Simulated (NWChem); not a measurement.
Species: GaICl$_{2}$; SMILES [Ga]([Cl])([I])[Cl]

def2 effective core potentials on I; no spin-orbit coupling.

Q: Give the equilibrium geometry at PBE0/def2-SVP with def2 effective core potentials on I (NWChem) as an XYZ file, with the point group.

A: point group C2v; any orientation.
```
4

Ga     0.0000     0.0000    -0.7701
Cl     0.0000     1.8230    -1.8713
Cl     0.0000    -1.8230    -1.8713
I      0.0000     0.0000     1.6858
```
